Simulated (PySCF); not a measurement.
Worked example: refractive index and permittivity of the vapour

Si(H)2(F)(OH) (FH3OSi), SMILES O[SiH2]F.

Geometry: B3LYP-D3(BJ)/def2-TZVP. The geometry has at least one imaginary mode, so it is a saddle point at that level. The values are those of a single conformer.

CAM-B3LYP/def2-TZVPD in PySCF gives a mean static polarisability of 30.4 bohr³ and a dipole moment of 0.56 D. Take an ideal gas at 298.15 K and 1 bar, whether or not the substance is that volatile.

Question: Work out n − 1 in the optical limit and the static ε − 1.

Answer: 
Polarisability volume α' = 30.4 × 0.148185 = 4.50 Å³. Number density N = p/kT = 2.43e-5 Å⁻³.
Dilute limit of Lorentz–Lorenz: n − 1 = 2π N α' = 0.00069.
Orientation term of Debye: μ²/(3kT) = 8.098 Å³ × μ²(D²) = 2.54 Å³.
ε − 1 = 4π N (α' + μ²/3kT) = 0.0022. Orientation of the dipole supplies 36 % of the static response; it can't follow optical fields. Vibrational polarisation and dispersion are left out.
